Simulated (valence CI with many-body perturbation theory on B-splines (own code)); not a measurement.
## Si II: electric-dipole lines

Method: valence CI with perturbative core correlation (CI+MBPT): three valence electrons over a frozen Dirac-Fock core [Ne], a basis of 11 s, 11 p, 10 d, 8 f, 5 g, 2 h functions for each j, with the one-electron correlation potential Σ1, the two-electron term Σ2, the three-electron term Σ3, Breit, model QED; selected CI, second order for the rest, scaled by the run's own slope (own B-spline code, finite nucleus).

Set against measurement, 38 paired levels are off by 64 cm⁻¹ on average, the worst by 151. These come from a selection out of the NIST Handbook of Basic Atomic Spectroscopic Data. Levels without a partner in it may be off by more.

Lines 351 to 388 of 388 in falling wavelength, among levels below 121929 cm⁻¹, chosen from the strongest by gf and those to the six lowest levels. Wavelengths and rates use the calculated energies, so an error of 60 cm⁻¹ moves a line at 1308 Å by 0.078 % and its rate by three times that or more. Electric multipoles are in the length gauge, E1 and E2 with the static RPA response of the core. Weak lines are less certain than strong ones. Lines between different terms over intervals too small for the method are left out, as are lines whose strength nearly cancels. The highest levels of a list are the least certain.

Names give the largest LS component (configuration and term), which can be under half, so a name can repeat, a term be missing and a line seem to break the LS rules; names also repeat where a configuration has a term twice.

| λ vac (Å) | λ from measured levels | Upper | Lower | A (s⁻¹) | S (a.u.) with core polarisation | S without |
| --- | --- | --- | --- | --- | --- | --- |
| 1310 |  | 3s2 6f 2F°_7/2 | 3s 3p2 4P_5/2 | 1.74e+04 | 1.54e-04 | 1.56e-04 |
| 1310 |  | 3s2 6f 2F°_5/2 | 3s 3p2 4P_5/2 | 1.13e+03 | 7.53e-06 | 7.60e-06 |
| 1308 |  | 3s2 7p 2P°_1/2 | 3s 3p2 4P_3/2 | 7.05e+04 | 1.56e-04 | 1.55e-04 |
| 1308 |  | 3s2 7p 2P°_3/2 | 3s 3p2 4P_3/2 | 4.08e+04 | 1.80e-04 | 1.78e-04 |
| 1308 | 1309 | 3s 3p2 2S_1/2 | 3s2 3p 2P°_3/2 | 6.26e+08 | 1.38e+00 | 1.44e+00 |
| 1307 |  | 3s2 6f 2F°_5/2 | 3s 3p2 4P_3/2 | 2.59e+03 | 1.71e-05 | 1.73e-05 |
| 1307 |  | 3s2 7p 2P°_1/2 | 3s 3p2 4P_1/2 | 2.59e+04 | 5.71e-05 | 5.70e-05 |
| 1306 |  | 3s2 7p 2P°_3/2 | 3s 3p2 4P_1/2 | 1.37e+05 | 6.02e-04 | 5.98e-04 |
| 1303 | 1304 | 3s 3p2 2S_1/2 | 3s2 3p 2P°_1/2 | 3.72e+08 | 8.12e-01 | 8.47e-01 |
| 1271 | 1274 | 3s 3p 4s 2P°_3/2 | 3s 3p2 4P_5/2 | 1.25e+02 | 5.07e-07 | 1.17e-06 |
| 1271 | 1274 | 3s 3p 4s 2P°_1/2 | 3s 3p2 4P_3/2 | 9.48e+04 | 1.92e-04 | 1.91e-04 |
| 1269 | 1272 | 3s 3p 4s 2P°_1/2 | 3s 3p2 4P_1/2 | 5.71e+04 | 1.15e-04 | 1.16e-04 |
| 1268 | 1271 | 3s 3p 4s 2P°_3/2 | 3s 3p2 4P_3/2 | 2.39e+05 | 9.62e-04 | 9.77e-04 |
| 1267 | 1270 | 3s 3p 4s 2P°_3/2 | 3s 3p2 4P_1/2 | 4.76e+05 | 1.91e-03 | 1.93e-03 |
| 1264 | 1265 | 3s2 3d 2D_3/2 | 3s2 3p 2P°_3/2 | 4.52e+08 | 1.80e+00 | 1.83e+00 |
| 1264 | 1265 | 3s2 3d 2D_5/2 | 3s2 3p 2P°_3/2 | 2.91e+09 | 1.74e+01 | 1.77e+01 |
| 1260 | 1260 | 3s2 3d 2D_3/2 | 3s2 3p 2P°_1/2 | 2.47e+09 | 9.76e+00 | 9.95e+00 |
| 1197 | 1197 | 3s 3p2 2P_1/2 | 3s2 3p 2P°_3/2 | 1.36e+09 | 2.30e+00 | 2.38e+00 |
| 1194 | 1195 | 3s 3p2 2P_3/2 | 3s2 3p 2P°_3/2 | 3.33e+09 | 1.12e+01 | 1.16e+01 |
| 1193 | 1193 | 3s 3p2 2P_1/2 | 3s2 3p 2P°_1/2 | 2.60e+09 | 4.35e+00 | 4.50e+00 |
| 1190 | 1190 | 3s 3p2 2P_3/2 | 3s2 3p 2P°_1/2 | 6.27e+08 | 2.09e+00 | 2.16e+00 |
| 1024 | 1024 | 3s2 5s 2S_1/2 | 3s2 3p 2P°_3/2 | 1.96e+08 | 2.08e-01 | 2.03e-01 |
| 1021 | 1021 | 3s2 5s 2S_1/2 | 3s2 3p 2P°_1/2 | 9.68e+07 | 1.02e-01 | 9.91e-02 |
| 992.6 | 992.7 | 3s2 4d 2D_3/2 | 3s2 3p 2P°_3/2 | 1.07e+08 | 2.06e-01 | 2.12e-01 |
| 992.6 | 992.7 | 3s2 4d 2D_5/2 | 3s2 3p 2P°_3/2 | 6.30e+08 | 1.83e+00 | 1.88e+00 |
| 989.8 | 989.9 | 3s2 4d 2D_3/2 | 3s2 3p 2P°_1/2 | 5.29e+08 | 1.01e+00 | 1.05e+00 |
| 902.1 |  | 3s2 6s 2S_1/2 | 3s2 3p 2P°_3/2 | 9.45e+07 | 6.84e-02 | 6.65e-02 |
| 899.8 |  | 3s2 6s 2S_1/2 | 3s2 3p 2P°_1/2 | 4.68e+07 | 3.37e-02 | 3.27e-02 |
| 892.4 | 892.0 | 3s2 5d 2D_3/2 | 3s2 3p 2P°_3/2 | 3.23e+07 | 4.53e-02 | 4.72e-02 |
| 892.4 | 892.0 | 3s2 5d 2D_5/2 | 3s2 3p 2P°_3/2 | 1.92e+08 | 4.05e-01 | 4.21e-01 |
| 890.1 | 889.7 | 3s2 5d 2D_3/2 | 3s2 3p 2P°_1/2 | 1.62e+08 | 2.26e-01 | 2.35e-01 |
| 850.4 |  | 3s2 7s 2S_1/2 | 3s2 3p 2P°_3/2 | 5.10e+07 | 3.09e-02 | 3.00e-02 |
| 848.3 |  | 3s2 7s 2S_1/2 | 3s2 3p 2P°_1/2 | 2.53e+07 | 1.52e-02 | 1.48e-02 |
| 846.0 |  | 3s2 6d 2D_3/2 | 3s2 3p 2P°_3/2 | 1.35e+07 | 1.61e-02 | 1.69e-02 |
| 846.0 |  | 3s2 6d 2D_5/2 | 3s2 3p 2P°_3/2 | 8.06e+07 | 1.44e-01 | 1.51e-01 |
| 844.0 |  | 3s2 6d 2D_3/2 | 3s2 3p 2P°_1/2 | 6.81e+07 | 8.08e-02 | 8.47e-02 |
| 823.0 |  | 3s2 8s 2S_1/2 | 3s2 3p 2P°_3/2 | 2.92e+07 | 1.60e-02 | 1.56e-02 |
| 821.1 |  | 3s2 8s 2S_1/2 | 3s2 3p 2P°_1/2 | 1.45e+07 | 7.91e-03 | 7.66e-03 |
